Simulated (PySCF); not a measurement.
Simulation results for CH3B2, CH4AlBO, CH5B2N, B2H3NO and others

All values are calculated (PySCF 2.14.0). Calculation on a computer-drawn molecule: optimised geometry and harmonic frequencies of an isolated molecule of the commonest isotopes, restricted reference for singlets and unrestricted otherwise, frozen core in MP2.

Common to all runs: multiplicity 1.

(1) CH3B2

Start structure:
```xyz
6
CH3B2
B     -1.8551    -0.8017     1.2507
C     -2.0197     0.5595     0.8817
B     -1.5245     1.1265    -0.3221
H     -1.7170    -1.9262     1.5511
H     -2.5638     1.2144     1.5703
H     -1.1141     1.5906    -1.3171
```

Here we set charge 1, method MP2 and basis cc-pVDZ.

Results for CH3B2: rotational constants 68.1, 11.2, 9.622 GHz; total energy -88.9033 hartree; convergence status largest gradient component 3.326e-06 hartree/bohr.

Drawn bonds:
```tsv
atom	other atom	order
1	2	2
2	3	1
1	4	1
2	5	1
3	6	1
```

Optimised structure:
```xyz
6
CH3B2
B     -1.8552    -0.8002     1.2499
C     -2.0301     0.5720     0.8949
B     -1.5250     1.1256    -0.3208
H     -1.7025    -1.9383     1.5302
H     -2.5804     1.2344     1.5914
H     -1.1011     1.5696    -1.3309
```

Modes:
```tsv
frequency (cm⁻¹)	reduced mass (dalton)
200.9	2.302
418.7	1.349
631.9	1.097
751.4	1.414
762.2	1.278
857.3	1.585
946.5	1.254
1175	4.929
1567	6.604
2892	1.122
2896	1.133
3134	1.087
```

(2) CH4AlBO

Start structure:
```xyz
8
CH4AlBO
B     -1.8428     3.3472     1.4051
C     -1.8362     2.0127     1.2351
O     -0.9215     0.9521     1.3018
Al     0.2275    -0.1623     1.3709
H     -1.9443     4.5710     1.5523
H     -2.8821     1.6210     0.9717
H      0.8015    -0.4947     2.7586
H      0.6946    -0.9312     0.1385
```

Here we set charge 0, method HF and basis cc-pV(D+d)Z.

Results for CH4AlBO: rotational constants 52.33, 2.748, 2.611 GHz; total energy -381.6153 hartree; convergence status largest gradient component 1.903e-05 hartree/bohr.

Drawn bonds:
```tsv
atom	other atom	order
1	2	2
2	3	1
3	4	1
1	5	1
2	6	1
4	7	1
4	8	1
```

Optimised structure:
```xyz
8
CH4AlBO
B     -2.0206     3.3428     1.4903
C     -1.5953     2.0658     1.1172
O     -0.6158     1.3199     1.6867
Al     0.1385    -0.1820     1.5213
H     -2.4428     4.4123     1.7325
H     -2.1132     1.6167     0.2666
H      1.2835    -0.5063     2.5436
H     -0.3375    -1.1536     0.3759
```

Modes:
```tsv
frequency (cm⁻¹)	reduced mass (dalton)
69.28	3.203
115.6	3.277
206.5	1.464
307.6	2.625
593	1.27
614.3	1.292
663.8	1.173
677.7	3.539
825.6	1.575
838.6	1.104
899.9	2.07
1206	3.637
1335	1.541
1688	4.085
2007	1.045
2035	1.04
2943	1.133
3234	1.084
```

(3) CH5B2N

Start structure:
```xyz
9
CH5B2N
B     -1.1219     3.5620    -0.9640
N     -1.0809     2.3990    -0.5038
B     -1.1136     1.0676    -0.0185
C     -1.2027    -0.1000    -0.9448
H     -1.1547     4.6309    -1.4243
H     -1.1147     0.9278     1.1949
H     -2.0611    -0.7262    -0.6990
H     -1.2881     0.1123    -2.0027
H     -0.3377    -0.7715    -0.7470
```

It was run with charge 0, method HF and basis cc-pVDZ.

Results for CH5B2N: rotational constants 36.35, 4.248, 3.893 GHz; total energy -144.6519 hartree; convergence status largest gradient component 2.652e-05 hartree/bohr.

Drawn bonds:
```tsv
atom	other atom	order
1	2	2
2	3	1
3	4	1
1	5	1
3	6	1
4	7	1
4	8	1
4	9	1
```

Optimised structure:
```xyz
9
CH5B2N
B     -1.1216     3.5928    -0.9642
N     -1.1331     2.4305    -0.5309
B     -1.1442     1.1094    -0.0193
C     -1.2080    -0.1674    -0.9468
H     -1.1109     4.6898    -1.3749
H     -1.0991     0.9653     1.1773
H     -2.0663    -0.7890    -0.6659
H     -1.2709     0.0599    -2.0125
H     -0.3215    -0.7893    -0.7721
```

Modes:
```tsv
frequency (cm⁻¹)	reduced mass (dalton)
68.17	1.105
175.5	3.036
202.8	3.242
454	3.02
693.5	1.108
790.8	1.856
803	1.401
839.4	1.359
1040	1.799
1058	1.899
1081	1.852
1313	1.858
1441	1.408
1553	1.071
1561	1.051
2027	5.396
2655	1.091
2992	1.198
3153	1.04
3208	1.096
3256	1.101
```

(4) B2H3NO

Start structure:
```xyz
7
B2H3NO
B     -1.8271    -0.3978     0.0256
N     -0.9431    -1.0539     0.4037
B      0.1135    -1.8874     0.8496
O      1.2843    -1.9048     0.1028
H     -2.6828     0.2555    -0.3803
H      0.0318    -2.5105     1.8591
H      2.0045    -2.4619     0.4085
```

Here we set charge 0, method HF and basis cc-pVDZ.

The calculation gives: rotational constants 53.25, 4.577, 4.215 GHz; total energy -180.5365 hartree; convergence status largest gradient component 3.066e-05 hartree/bohr.

Drawn bonds:
```tsv
atom	other atom	order
1	2	2
2	3	1
3	4	1
1	5	1
3	6	1
4	7	1
```

Optimised structure:
```xyz
7
B2H3NO
B     -1.8618    -0.3723     0.0009
N     -0.9017    -1.0649     0.3629
B      0.1696    -1.8750     0.8192
O      1.3177    -1.9273     0.1028
H     -2.7702     0.2834    -0.3420
H      0.0604    -2.5117     1.8354
H      1.9670    -2.4929     0.4897
```

Modes:
```tsv
frequency (cm⁻¹)	reduced mass (dalton)
169.2	3.741
192.9	2.928
543	6.486
613.9	1.151
815.7	1.344
835.3	1.352
958.2	2.254
1006	1.627
1125	1.159
1268	2.172
1449	3.354
2047	5.299
2682	1.093
2993	1.203
4186	1.067
```

(5) B2H3NO

Start structure:
```xyz
7
B2H3NO
B     -1.8618    -0.3723     0.0009
N     -0.9017    -1.0649     0.3629
B      0.1696    -1.8750     0.8192
O      1.3177    -1.9273     0.1028
H     -2.7702     0.2834    -0.3420
H      0.0604    -2.5117     1.8354
H      1.9670    -2.4929     0.4897
```

Settings of this run: charge 0, method MP2 and basis cc-pVDZ.

Results for B2H3NO: rotational constants 51.44, 4.49, 4.13 GHz; total energy -181.0434 hartree; convergence status largest gradient component 3.373e-05 hartree/bohr.

Drawn bonds:
```tsv
atom	other atom	order
1	2	2
2	3	1
3	4	1
1	5	1
3	6	1
4	7	1
```

Optimised structure:
```xyz
7
B2H3NO
B     -1.8826    -0.3586    -0.0052
N     -0.8963    -1.0647     0.3575
B      0.1835    -1.8839     0.8226
O      1.3342    -1.9236     0.0859
H     -2.8003     0.3001    -0.3451
H      0.0673    -2.5205     1.8439
H      1.9752    -2.5097     0.5093
```

Modes:
```tsv
frequency (cm⁻¹)	reduced mass (dalton)
152.3	3.945
179.1	3.035
507.3	6.952
624.1	1.163
706.4	1.306
733.6	1.331
911.4	2.285
946.4	1.591
1068	1.128
1198	2.106
1393	3.674
1907	5.824
2651	1.095
2911	1.181
3880	1.066
```

(6) C2H6BN

Start structure:
```xyz
10
C2H6BN
B     -0.5123    -1.1385    -0.0494
N      0.0278    -0.0959     0.0851
C      0.6297     1.2058     0.2679
C      0.6888     2.0118    -1.0584
H     -1.0542    -2.1952    -0.1641
H      1.7336     1.0127     0.6451
H      0.1791     1.7816     0.9880
H      1.2492     1.3658    -1.7960
H      1.1364     2.9340    -0.8547
H     -0.3748     2.1600    -1.3779
```

It was run with charge 0, method HF and basis cc-pVDZ.

The calculation gives: rotational constants 27.66, 4.707, 4.233 GHz; total energy -158.3753 hartree; convergence status largest gradient component 2.325e-05 hartree/bohr.

Drawn bonds:
```tsv
atom	other atom	order
1	2	2
2	3	1
3	4	1
1	5	1
3	6	1
3	7	1
4	8	1
4	9	1
4	10	1
```

Optimised structure:
```xyz
10
C2H6BN
B     -0.5222    -1.1635    -0.0297
N      0.0273    -0.0768     0.1097
C      0.6612     1.1815     0.2587
C      0.6844     1.9790    -1.0402
H     -1.0478    -2.2035    -0.1605
H      1.6840     1.0296     0.6133
H      0.1442     1.7559     1.0317
H      1.2238     1.4340    -1.8171
H      1.1789     2.9409    -0.8843
H     -0.3307     2.1649    -1.3961
```

Modes:
```tsv
frequency (cm⁻¹)	reduced mass (dalton)
193	3
232	1.594
328.7	1.562
497.4	3.222
803.7	1.337
806.1	1.348
857.8	1.11
911.3	2.506
1110	2.848
1196	1.821
1251	1.557
1411	1.098
1490	1.271
1528	1.36
1583	1.041
1593	1.043
1614	1.095
2111	4.825
2989	1.224
3173	1.049
3183	1.047
3209	1.106
3255	1.103
3267	1.105
```

(7) CH6BNSi

Start structure:
```xyz
10
CH6BNSi
B     -2.5811    -0.7024     0.9894
N     -1.8577     0.1899     1.4233
C     -1.0881     1.2410     1.9075
Si     0.6897     0.7273     2.1205
H     -3.2089    -1.5972     0.6199
H     -1.0583     2.1618     1.2374
H     -1.4849     1.6037     2.8660
H      1.2821     0.2544     0.8680
H      1.5049     1.8389     2.7301
H      0.7274    -0.3733     3.1273
```

Here we set charge 0, method HF and basis cc-pV(D+d)Z.

It finds rotational constants 17.98, 3.038, 2.725 GHz; total energy -409.4315 hartree; convergence status largest gradient component 1.861e-05 hartree/bohr.

Drawn bonds:
```tsv
atom	other atom	order
1	2	2
2	3	1
3	4	1
1	5	1
3	6	1
3	7	1
4	8	1
4	9	1
4	10	1
```

Optimised structure:
```xyz
10
CH6BNSi
B     -2.5633    -0.7126     0.9918
N     -1.8930     0.2198     1.4225
C     -1.0861     1.2727     1.9201
Si     0.7095     0.7085     2.1672
H     -3.2087    -1.6004     0.5801
H     -1.1047     2.1239     1.2324
H     -1.4824     1.6381     2.8726
H      1.2785     0.2544     0.8778
H      1.5155     1.8439     2.6823
H      0.7598    -0.4043     3.1428
```

Modes:
```tsv
frequency (cm⁻¹)	reduced mass (dalton)
146.8	3.277
156.9	1.152
283.5	2.608
367.9	4.012
538.9	1.065
611.9	1.805
793	1.968
797	1.384
805.4	1.339
913	1.451
1013	1.135
1026	1.046
1026	1.217
1049	2.57
1333	1.101
1374	1.37
1569	1.086
2105	4.857
2296	1.044
2314	1.051
2319	1.025
2991	1.222
3163	1.058
3204	1.104
```

(8) B2H2N

Start structure:
```xyz
5
B2H2N
B     -2.9280     0.8010    -1.6197
N     -2.0472     0.9001    -0.6574
B     -1.1733     1.0351     0.2641
H     -3.7367     0.6039    -2.4063
H     -0.3896     1.2181     1.0501
```

Here we set charge 1, method HF and basis cc-pVDZ.

It finds rotational constants 10.42, 10.42 GHz; total energy -104.7570 hartree; convergence status largest gradient component 1.064e-05 hartree/bohr.

Drawn bonds:
```tsv
atom	other atom	order
1	2	2
2	3	1
1	4	1
3	5	1
```

Optimised structure:
```xyz
5
B2H2N
B     -2.9388     0.7590    -1.5943
N     -2.0550     0.9117    -0.6738
B     -1.1712     1.0642     0.2466
H     -3.7422     0.6203    -2.4311
H     -0.3676     1.2031     1.0834
```

Modes:
```tsv
frequency (cm⁻¹)	reduced mass (dalton)
173.8	3.286
173.8	3.286
831	1.304
831	1.304
833.9	1.391
833.9	1.391
1307	4.769
2015	5.632
3014	1.145
3025	1.183
```
